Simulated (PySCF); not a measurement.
[Yb(H2O)]2+ at several levels of theory

Computed with PySCF 2.14.0 (density fitting, no spin-orbit coupling) at the geometry relaxed with PBE0:

```xyz
4
[Yb(H2O)]2+ (singlet in the valence; each metal's 4f electrons, 14 of them, lie in its core potential, out of spins and levels)
Yb    0.0000    0.0000   -0.0959
O     0.0000    0.0000    2.2514
H     0.7673    0.0000    2.8562
H    -0.7673    0.0000    2.8562
```

```
level                                              basis    state  HOMO (eV)  gap (eV)  charge on Yb1 (e)  population of f-type functions on Yb1 (polarisation alone where 4f lies in the core)  dipole about the centre of mass (D)  largest force component (eV/Å)
 PBE0  Yb lcecp-0-SVP with ECP60, O def2-SVP, H def2-SVP  singlet          –         –               1.77                                                                                  0.00                                 2.08                            0.00
 BLYP                                           the same  singlet          –         –               1.72                                                                                  0.00                                 2.28                            0.61
M06-L                                           the same  singlet          –         –               1.79                                                                                  0.00                                 1.97                            0.12
```

In the lcecp rows the 4f levels are missing from HOMO and gap, and the state counts the valence alone.

Charges are Mulliken's, which hang on the basis. The relaxation used the grid (50, 194), these runs (75, 302) or, all-electron (x2c bases, spin-free X2C Hamiltonian), (99, 590).

Question: What does PBE0 with Yb lcecp-0-TZVP with ECP60, O def2-TZVP, H def2-TZVP give here?

Answer: state singlet, charge on Yb1 (e) 1.86, population of f-type functions on Yb1 (polarisation alone where 4f lies in the core) 0.01, dipole about the centre of mass (D) 2.16, largest force component (eV/Å) 0.21. Time: 3.6 s on 2 threads of AMD EPYC 7R43 64-Core Processor (Zen 3) (shared host), from free ions and atoms.

An lcecp potential fixes the number of 4f electrons, so in runs with it no electron can move into or out of that shell.
